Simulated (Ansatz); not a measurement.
The same path of C$_{2}$H$_{7}$ClSSi (12 atoms, charge 0, multiplicity 1) was run 3 times with different band settings. Lost on the way: Si4–H11. Made: S3–H11.

Method: UKS B3LYP-D4/6-31G* in Ansatz.

Relaxed end points:

```xyz
12
Properties=species:S:1:pos:R:3
C -0.599 0.289 1.523
C 0.763 0.441 0.855
S 1.259 -1.006 -0.202
Si -0.022 -0.776 -1.885
Cl 0.270 1.051 -2.852
H -0.791 1.151 2.174
H -0.640 -0.619 2.132
H -1.408 0.241 0.788
H 1.560 0.503 1.602
H 0.817 1.346 0.244
H -1.461 -0.802 -1.533
H 0.328 -1.874 -2.812
```

```xyz
12
Properties=species:S:1:pos:R:3
C -0.729 0.427 1.326
C 0.686 0.321 0.774
S 0.929 -1.054 -0.441
Si -0.734 -0.438 -2.246
Cl 0.459 1.332 -2.700
H -0.789 1.288 2.000
H -1.005 -0.468 1.896
H -1.461 0.565 0.524
H 1.427 0.172 1.563
H 0.967 1.211 0.204
H 0.247 -2.004 0.239
H 0.080 -1.407 -3.105
```

Common settings: movable images 7; climbing image yes; spring 5.0 eV/Å²; optimiser quadratic models (default); start path through a guess of the saddle point; iteration limit 60; end points relaxed.

| run | force threshold |
| --- | --- |
| 1 | 0.03 eV/Å |
| 2 | 0.2 eV/Å |
| 3 | 0.5 eV/Å |

What does each run give, and how far can it be trusted?

Run 1: converged after 29 iterations, highest image 2.712 eV above the first end. Neighbouring images differ by up to 1.3 eV, so the band resolves the path poorly. A vibrational analysis at the climbing image gives one clearly imaginary mode, 980i cm⁻¹: a first-order saddle point.
Run 2: converged after 7 iterations, highest image 2.724 eV above the first end. The threshold of 0.2 eV/Å is loose, so the images may lie well off the minimum-energy path. Neighbouring images differ by up to 1.4 eV, so the band resolves the path poorly. The order of the stationary point at the top wasn't checked.
Run 3: converged after 4 iterations, highest image 2.833 eV above the first end. The threshold of 0.5 eV/Å is loose, so the images may lie well off the minimum-energy path. Neighbouring images differ by up to 1.3 eV, so the band resolves the path poorly. The order of the stationary point at the top wasn't checked.
The orbitals stay closed-shell, which can raise the energy where a bond breaks towards radicals; this wasn't checked here.
